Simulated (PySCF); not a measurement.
# What a mistake does to a calculation on BClH4NSi

These are calculations, not measurements. They come from PySCF 2.14.0, an open-source quantum chemistry program, on an isolated molecule that a program drew, which may never have been made. The molecule is BClH4NSi (charge 0, doublet), drawn as the SMILES string `BN[SiH]Cl`.

Each row is a Hartree-Fock (HF) and frozen-core CCSD(T) single point in the cc-pV(D+d)Z basis, meant for a local HF minimum. Run 1 is clean. Each other run has one planted mistake out of seven kinds, and not every kind appears here: one electron removed, one electron added, multiplicity raised by two, geometry at a saddle point, minimal basis STO-3G, one bond length entered in bohr, all coordinates scaled. The reference is restricted for singlets and unrestricted otherwise, and also for a bond in bohr. Adding or removing an electron swaps singlet and doublet. Electrons count all cores. HOMO and LUMO are orbital energies over both spins, the gradient is its largest component, and the lowest frequency (negative if imaginary) is given only where the gradient is small. Bond lengths are over the 7 bonds as drawn. T1 is the CCSD diagnostic: over 0.02 (restricted) or 0.045 (unrestricted) a single reference is doubtful.

Geometry of the clean run:
```xyz
8
BClH4NSi, angstrom
B    -0.5923    0.0548    0.5413
N    -0.6270   -1.0035   -0.3920
Si    0.4159   -2.3866   -0.4498
Cl   -0.7241   -4.1274   -0.5118
H    -1.3632    0.9679    0.4290
H     0.2094    0.0304    1.4339
H    -1.3141   -0.9299   -1.1210
H     1.2450   -2.4024    0.7686
```

| run | electrons | basis functions | <S^2> | HOMO (eV) | LUMO (eV) | gradient (hartree/bohr) | lowest frequency (cm^-1) | mean bond (Å) | longest bond (Å) | T1 | HF (hartree) | CCSD(T) (hartree) | mistake |
|---|---|---|---|---|---|---|---|---|---|---|---|---|---|
| 1 | 47 | 94 | 0.753 | -9.23 | 1.32 | 1.7e-05 | 56 | 1.4436 | 2.082 | 0.0144 | -829.98031 | -830.50927 | no fault |
| 2 | 48 | 94 | 0.000 | -0.68 | 7.73 | 8.1e-02 | - | 1.4436 | 2.082 | 0.0177 | -829.96626 | -830.52925 | one electron added |
| 3 | 47 | 32 | 0.751 | -7.22 | 4.48 | 3.4e-02 | - | 1.4436 | 2.082 | 0.0172 | -820.70122 | -820.86248 | minimal basis STO-3G |
| 4 | 47 | 94 | 1.501 | -9.24 | 1.24 | 1.9e-02 | - | 1.5712 | 2.082 | 0.0561 | -829.83824 | -830.36778 | one bond length entered in bohr |
| 5 | 47 | 94 | 0.753 | -9.14 | 1.44 | 1.0e-02 | - | 1.4234 | 2.053 | 0.0140 | -829.97871 | -830.50588 | all coordinates scaled |
| 6 | 46 | 94 | 0.000 | -17.50 | -7.18 | 8.3e-02 | - | 1.4436 | 2.082 | 0.0182 | -829.67668 | -830.20936 | ? |

**Which mistake was planted in run 6, and what did it cost?**

It counts 46 electrons, one fewer than the clean run, at the same geometry and basis. So the mistake is: one electron removed. Subtracting run 1 and multiplying by 627.51 kcal/mol a hartree, the energy moved by 190.5 kcal/mol in HF and 188.2 kcal/mol in CCSD(T).

Cautions from the logs. Run 4: T1 is over the limit, so its CCSD(T) energy is less reliable.
